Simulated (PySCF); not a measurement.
Which determinant of SbSe lies lowest?

Unrestricted PBE0; basis Sb def2-SVP with ECP28, Se def2-SVP; scalar-relativistic core potentials; PySCF 2.14. Outer shells of the fragments: Sb 4d10 5s2 5p3; Se 3d10 4s2 4p4.

Followed along the bond (rough minima from three points):

| 2Ms+1 | unpaired | ⟨S²⟩ at the start | R at minimum (Å) | Te (eV) |
| --- | --- | --- | --- | --- |
| 2 | π ↑ | 0.84 | 2.35 | 0.00 |
| 4 | π ↑↑↑ | 3.76 | none in the scan | ≤ 1.23 |
| 2 | π ↑↑↓ | 1.76 | none in the scan | ≤ 1.58 |
| 6 | σ ↑, π ↑↑↑↑ | 8.75 | none in the scan | ≤ 4.49 |

Solutions found at the starting distance of 2.480 Å, counted from the lowest of them; the search is not exhaustive and high or unbound solutions are not listed, so other states can lie among these:

```tsv
2Ms+1	unpaired	term	E (eV)	⟨S²⟩	⟨Lz²⟩	μ (D)
2	π ↑	²Π	0.00	0.84	1.00	-2.30
4	π ↑↑↑	⁴Π	1.13	3.76	1.00	-0.70
2	π ↑↑↓	mixed	1.48	1.76	3.02	-0.71
4	σ ↑, π ↑↑	⁴Σ⁻	2.27	3.76	0.00	-2.03
2	π ↑	mixed	2.65	0.75	3.01	-0.74
2	σ ↓, π ↑↑	mixed	2.72	1.76	0.00	-2.03
4	σ ↑, π ↑↑	mixed	4.08	3.76	2.01	-0.20
2	σ ↓, π ↑↑	mixed	4.51	1.76	2.01	-0.15
4	σ ↑, π ↑↑	mixed	4.52	3.75	2.01	-0.64
4	σ ↑↑, π ↑	⁴Π	4.94	3.81	1.00	-1.18
```

A term symbol is given only where ⟨S²⟩ and ⟨Lz²⟩ are close to those of a pure state; real π, δ and φ orbitals otherwise mix terms. A positive dipole means Sb(−)Se(+).

Spin–orbit coupling is left out. Counting both spins, an empty level lies below a filled one in some of these solutions, because spin and occupation are held.
